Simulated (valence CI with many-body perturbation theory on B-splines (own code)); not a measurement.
**Missing levels of Ru XXX**

Level of theory: configuration interaction combined with many-body perturbation theory (CI+MBPT): five valence electrons over a frozen Dirac-Fock core [Ne], a basis of 11 s, 11 p, 10 d, 8 f, 5 g, 2 h functions for each j, with the one-electron correlation potential Σ1, the two-electron term Σ2, the three-electron term Σ3, Breit, model QED; selected CI, second order for the rest, scaled by the run's own slope (own B-spline code, finite nucleus).

The last digits are not significant, and no measured levels were compared; by estimate large intervals hold to a few tenths of a per cent, small ones and those within an open d or f shell to about a per cent. Among the levels kept, up to 3600 cm⁻¹ of a level comes from second order outside the variational space, and about a tenth of that is noise between levels of different J, which matters for small intervals.

| Level | E (cm⁻¹) |
| --- | --- |
| (3s^2 3p1/2^2 3p3/2) J=3/2 | 0 |
| (3s^2 3p1/2 3p3/2^2) J=3/2 | 199130 |
| (3s^2 3p1/2 3p3/2^2) J=5/2 | 247240 |
| (3s^2 3p1/2 3p3/2^2) J=1/2 | 308490 |
| (3s^2 3p3/2^3) J=3/2 | 508880 |
| (3s 3p1/2^2 3p3/2^2) J=5/2 | 806620 |
| (3s^2 3p1/2^2 3d3/2) J=3/2 [a] | ? |
| (3s 3p1/2^2 3p3/2^2) J=1/2 | ? |
| (3s^2 3p1/2^2 3d3/2) J=3/2 [b] | ? |
| (3s^2 3p1/2^2 3d5/2) J=5/2 | 1030000 |
| (3s 3p1/2 3p3/2^3) J=3/2 | ? |
| (3s 3p1/2 3p3/2^3) J=5/2 | ? |
| (3s^2 3p1/2 3p3/2 3d3/2) J=3/2 [a] | 1111100 |
| (3s^2 3p1/2 3p3/2 3d3/2) J=1/2 [a] | 1120300 |
| (3s^2 3p1/2 3p3/2 3d3/2) J=5/2 [a] | 1133800 |
| (3s^2 3p1/2 3p3/2 3d3/2) J=7/2 | ? |
| (3s^2 3p1/2 3p3/2 3d5/2) J=7/2 [a] | 1182000 |
| (3s 3p1/2 3p3/2^3) J=1/2 | 1208200 |
| (3s^2 3p1/2 3p3/2 3d5/2) J=3/2 [a] | 1225200 |
| (3s^2 3p1/2 3p3/2 3d5/2) J=9/2 | 1226400 |

Levels are named by their leading jj configuration (3d3/2^4 stands for four electrons in 3d with j = 3/2), which in mixed levels can hold well under half, so a name can repeat and another be missing. Letters in brackets count levels of one name in rising energy.

Q: The levels stand in rising order. What does the calculation give for the missing energies?

A: (3s^2 3p1/2^2 3d3/2) J=3/2 [a] 886780; (3s 3p1/2^2 3p3/2^2) J=1/2 930660; (3s^2 3p1/2^2 3d3/2) J=3/2 [b] 972270; (3s 3p1/2 3p3/2^3) J=3/2 1057000; (3s 3p1/2 3p3/2^3) J=5/2 1096500; (3s^2 3p1/2 3p3/2 3d3/2) J=7/2 1164000.
